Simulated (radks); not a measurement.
Spherical jellium clusters: N electrons in a uniform positive sphere of charge N and radius rs N^(1/3), rs = 3.6 bohr. Calculated with a radial shooting solver with Libxc functionals: non-relativistic Kohn-Sham, exchange-only LDA, spin-polarised, spherical densities. Levels are named by radial order and angular momentum (1s, 1p, 1d, 2s, ...), and open shells are averaged over m.

N = 12, configuration 1s2 1p6 1d(up 4, down 0). This is the lowest configuration that the search found. Occupied and some empty levels:

| level | occupation | eigenvalue (eV) | <r> (bohr) |
|---|---|---|---|
| 1s up | 1 | -4.9424 | 5.515 |
| 1s down | 1 | -4.4577 | 4.834 |
| 1p up | 3 | -3.7840 | 6.539 |
| 1p down | 3 | -2.9619 | 6.218 |
| 1d up | 4 | -2.3292 | 7.469 |
| 2s up | 0 | -1.6787 | 7.204 |
| 1d down | 0 | -1.3668 | 7.477 |
| 2s down | 0 | -1.2130 | 7.376 |
| 1f up | 0 | -0.74376 | 8.695 |
| 2p up | 0 | -0.48357 | 10.78 |
| 2p down | 0 | -0.060749 | 13.67 |

Energy (eV): total -10.7600, kinetic 25.025, external -553.46, Hartree 269.38, exchange-correlation -36.959, background 285.26.
